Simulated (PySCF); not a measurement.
# One molecule, several mistakes: BCH6O anion

All numbers below are calculated, not measured. They come from PySCF 2.14.0, an open-source quantum chemistry program, on an isolated molecule that a program drew, which may never have been made. The molecule is BCH6O anion (charge -1, singlet), drawn as the SMILES string `[BH3-]OC`.

Each row is a Hartree-Fock (HF) and frozen-core CCSD(T) single point in the aug-cc-pVDZ basis, meant for a local HF minimum. Run 1 is clean. Each other run has one planted mistake out of seven kinds, and not every kind appears here: one electron removed, one electron added, multiplicity raised by two, geometry at a saddle point, minimal basis STO-3G, one bond length entered in bohr, all coordinates scaled. The reference is restricted for singlets and unrestricted otherwise, and also for a bond in bohr. Adding or removing an electron swaps singlet and doublet. Electrons count all cores. HOMO and LUMO are orbital energies over both spins, the gradient is its largest component, and the lowest frequency (negative if imaginary) is given only where the gradient is small. Bond lengths are over the 8 bonds as drawn. T1 is the CCSD diagnostic: over 0.02 (restricted) or 0.045 (unrestricted) a single reference is doubtful.

Geometry of the clean run:
```xyz
9
BCH6O anion, angstrom
B    -2.3146   -0.5923   -0.7587
O    -1.0347   -0.6261    0.0275
C    -0.6985    0.5456    0.6502
H    -3.2830   -0.3038   -0.0066
H    -2.4929   -1.7135   -1.2644
H    -2.2489    0.2799   -1.6651
H     0.2472    0.4232    1.1977
H    -1.4616    0.8712    1.3766
H    -0.5637    1.3775   -0.0609
```

| run | electrons | basis functions | <S^2> | HOMO (eV) | LUMO (eV) | gradient (hartree/bohr) | lowest frequency (cm^-1) | mean bond (Å) | longest bond (Å) | T1 | HF (hartree) | CCSD(T) (hartree) | mistake |
|---|---|---|---|---|---|---|---|---|---|---|---|---|---|
| 1 | 26 | 123 | 0.000 | -4.46 | 3.85 | 1.4e-05 | 164 | 1.2423 | 1.502 | 0.0131 | -140.91900 | -141.45814 | no fault |
| 2 | 26 | 123 | 0.000 | -4.71 | 3.82 | 5.1e-02 | - | 1.3230 | 1.600 | 0.0140 | -140.89310 | -141.44400 | all coordinates scaled |
| 3 | 26 | 123 | 2.017 | 0.60 | 3.21 | 4.7e-02 | - | 1.2423 | 1.502 | 0.0476 | -140.80325 | -141.31186 | multiplicity raised by two |
| 4 | 25 | 123 | 0.769 | -11.15 | -0.21 | 4.8e-02 | - | 1.2423 | 1.502 | 0.0522 | -140.82727 | -141.33289 | one electron removed |
| 5 | 26 | 123 | 0.000 | -2.83 | 3.65 | 5.2e-02 | - | 1.3824 | 2.380 | 0.0203 | -140.84040 | -141.38154 | one bond length entered in bohr |
| 6 | 26 | 21 | 0.000 | -0.71 | 23.46 | 5.0e-02 | - | 1.2423 | 1.502 | 0.0078 | -139.00091 | -139.17586 | ? |

**Which mistake was planted in run 6, and what did it cost?**

It has 21 basis functions where the clean run has 123, with the same electrons and geometry. So the mistake is: minimal basis STO-3G. Subtracting run 1 and multiplying by 627.51 kcal/mol a hartree, the energy moved by 1203.6 kcal/mol in HF and 1432.2 kcal/mol in CCSD(T).

Cautions from the logs. Run 3: T1 is over the limit, so its CCSD(T) energy is less reliable and the HOMO is above zero, so the electron isn't bound and the energy depends on the basis; run 4: T1 is over the limit, so its CCSD(T) energy is less reliable.
